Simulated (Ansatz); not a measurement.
CH4Si, SMILES `C[SiH]` (lower singlet) (charge 0, multiplicity 1). This singlet lies 0.99 eV below the relaxed triplet at the level frozen-core CCSD(T)/cc-pVTZ // B3LYP-D3(BJ)/def2-TZVP (Ansatz, a quantum-chemistry and plane-wave program).

Method: r2SCAN0/cc-pVTZ // B3LYP-D3(BJ)/def2-TZVP (Ansatz).

Ansatz 0.2 input:
```yaml
crystal:
  periodic: [false, false, false]
  atoms:
    - { symbol: C, position_ang: [-0.522732, -0.086976, -0.031506] }
    - { symbol: Si, position_ang: [1.257096, -0.718505, -0.252594] }
    - { symbol: H, position_ang: [-0.67544, 0.810941, -0.643027] }
    - { symbol: H, position_ang: [-1.282449, -0.823594, -0.292282] }
    - { symbol: H, position_ang: [-0.679557, 0.232633, 1.005993] }
    - { symbol: H, position_ang: [1.90308, 0.5855, 0.213417] }
basis:
  gaussian: { orbitals: cc-pVTZ }
hamiltonian:
  xc: r2scan0
```

Output:

```
Functional definition: r2SCAN0
697 factors; their error is unknown
mean field evaluation 1: about -8972.1055 eV, gradient 4.6e1 eV
mean field evaluation 2: about -8970.2004 eV, gradient 4.9e1 eV
mean field evaluation 4: about -8976.9042 eV, gradient 6.4e-1 eV
mean field evaluation 8: about -8976.9337 eV, gradient 2.1e-1 eV
mean field -8976.93374618 eV, -329.8962303880 hartree, gradient 1.4e-5 eV, S^2 0.000000; 0 other end points of the search recorded, 0 dependent functions left out
reference -8976.93375356 eV, -329.8962306591 hartree; 12, 12 occupied and 108, 108 virtual orbitals, 697 factors
Total energy: -8976.93375356 eV, -329.8962306591 hartree
```
